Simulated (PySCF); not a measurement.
## Finite-field polarisability of In (indium, neutral)

[Kr] 4d10 5s2 5p1, 2P determinant. All numbers are calculated (PySCF 2.14, scalar relativity through the core potential, in aug-cc-pwCVTZ-PP with ECP28MDF). Frozen: 4s2 4p6 4d10. Energy changes in a uniform field (μhartree):

| axis | F (au) | HF | MP2 | CCSD | CCSD(T) |
| --- | --- | --- | --- | --- | --- |
| x | 0.0018 | -98.301 | -97.428 | -96.025 | -96.156 |
| x | 0.0036 | -393.552 | -390.055 | -384.426 | -384.950 |
| y | 0.0014 | -100.779 | -98.796 | -97.444 | -97.498 |
| y | 0.0028 | -404.709 | -396.678 | -391.182 | -391.395 |

By symmetry the remaining axis equals x.

Problem. Derive α along x at CCSD(T) from the two fields.

Solution. With ΔE = −αF²/2 − γF⁴/24, α = −(16 ΔE(F) − ΔE(2F))/(6F²) = 59.34 bohr³.

Problem. And the mean polarisability at each level?

Solution. The components xx, yy, zz at CCSD(T) are 59.34, 99.37, 59.34, the third axis being equal by symmetry to one of the two computed. Means: HF 74.67, MP2 73.64, CCSD 72.61, CCSD(T) 72.68 bohr³. Reference: 65 ± 4 bohr³ (recommended; Schwerdtfeger and Nagle, table of static dipole polarizabilities (2023 update)).

CCSD(T) lies more than 5 % above the reference; correlation of the frozen inner shells, absent here, would lower it, and spin-orbit coupling is absent too.
